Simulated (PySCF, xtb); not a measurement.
BiF₂HTe, SMILES [F][Bi]([F])[TeH].

Harmonic wavenumbers (cm⁻¹) from GFN2-xTB (xtb 6.7.1) at its own minimum, in rising order: 73, 110, 120, 143, 229, 401, 412, 549, 1889.

Question: What does B3LYP-D3(BJ)/def2-SVP (PySCF) give at its own minimum? (An estimate is asked for; the answer gives what the named calculation found.)

Answer: 50, 109, 112, 166, 184, 496, 571, 581, 2081. Paired by order, the mean absolute difference is 64 cm⁻¹ and the zero-point energies are 5.6 and 6.2 kcal/mol.
